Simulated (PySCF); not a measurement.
PySCF input (BP86/def2-SVP):

```python
from pyscf import gto, dft

mol = gto.M(
    atom='''
    C    -1.94061100    0.06618500    0.16280700
    C    -0.62160900   -0.19048400   -0.42344600
    O    -0.10581600   -0.62061200   -1.34929400
    O     0.52589600    0.45781400    0.69306700
    C     1.95413300    0.15304200    0.49379800
    H    -2.69327200   -0.24422300   -0.56097700
    H    -2.04311400    1.12903400    0.38740800
    H    -2.05625200   -0.50909700    1.08408700
    H     2.11213900    0.15037000   -0.57922400
    H     2.51390400    0.95774300    0.96147200
    H     2.18182000   -0.81658700    0.92807900
    H     0.27265600    0.46268900    1.63001800
    ''',
    basis='def2-svp',
    charge=1,
    spin=0,
    verbose=4,
)

mf = dft.RKS(mol, xc='bp86')
mf.grids.level = 3
mf.conv_tol = 1e-9
mf.max_cycle = 100
mf.max_memory = 1500
mf.kernel()
if not mf.converged:
    mf = mf.newton()
    mf.kernel(mf.make_rdm1())
mf.dip_moment()
```

From the output:

```
  HOMO = -0.36707227207177  LUMO = -0.098573629048194  gap/eV = 7.30622
cycle= 1 E= -268.322897605786  delta_E= 0.767  |g|= 0.887  |ddm|= 3.43
  HOMO = -0.423635809551077  LUMO = -0.233894187973627  gap/eV = 5.16313
cycle= 2 E= -267.135929772615  delta_E= 1.19  |g|= 2.54  |ddm|= 2.27
  HOMO = -0.461287475682706  LUMO = -0.284788203118591  gap/eV = 4.80279
cycle= 3 E= -268.428262256618  delta_E= -1.29  |g|= 0.516  |ddm|= 1.91
  HOMO = -0.505388805605442  LUMO = -0.27488497663669  gap/eV = 6.27233
cycle= 4 E= -268.477878017379  delta_E= -0.0496  |g|= 0.16  |ddm|= 0.455
  HOMO = -0.495135187450174  LUMO = -0.280868539234023  gap/eV = 5.83049
cycle= 5 E= -268.482039539036  delta_E= -0.00416  |g|= 0.0624  |ddm|= 0.148
  HOMO = -0.496728340553238  LUMO = -0.2803695924485  gap/eV = 5.88742
cycle= 6 E= -268.482938815705  delta_E= -0.000899  |g|= 0.00966  |ddm|= 0.0539
  HOMO = -0.4961216036116  LUMO = -0.27936266378308  gap/eV = 5.89831
cycle= 7 E= -268.482958493922  delta_E= -1.97e-05  |g|= 0.00251  |ddm|= 0.00886
  HOMO = -0.496286787083277  LUMO = -0.279815635821291  gap/eV = 5.89048
cycle= 8 E= -268.482959994457  delta_E= -1.5e-06  |g|= 0.000729  |ddm|= 0.0031
  HOMO = -0.496214815824022  LUMO = -0.279694681655798  gap/eV = 5.89181
cycle= 9 E= -268.48296013571  delta_E= -1.41e-07  |g|= 8.38e-05  |ddm|= 0.000774
  HOMO = -0.496220985912331  LUMO = -0.279701237368395  gap/eV = 5.89180
cycle= 10 E= -268.482960136984  delta_E= -1.27e-09  |g|= 1.79e-05  |ddm|= 7.79e-05
  HOMO = -0.496221730314848  LUMO = -0.279699398552955  gap/eV = 5.89187
cycle= 11 E= -268.482960137053  delta_E= -6.84e-11  |g|= 9.33e-06  |ddm|= 2.68e-05
  HOMO = -0.49622066520053  LUMO = -0.279700710916562  gap/eV = 5.89181
Extra cycle  E= -268.482960137024  delta_E= 2.85e-11  |g|= 1.37e-05  |ddm|= 1.96e-05
converged SCF energy = -268.482960137024

WARN: System has nonzero charge 1; the dipole moment is origin-dependent.
Location of origin: [0. 0. 0.]

Dipole moment(X, Y, Z, Debye): -0.75180,  0.66525,  3.25700
```

The dipole moment of an ion depends on the origin.

The geometry given is a B3LYP-D3(BJ)/def2-TZVP minimum.
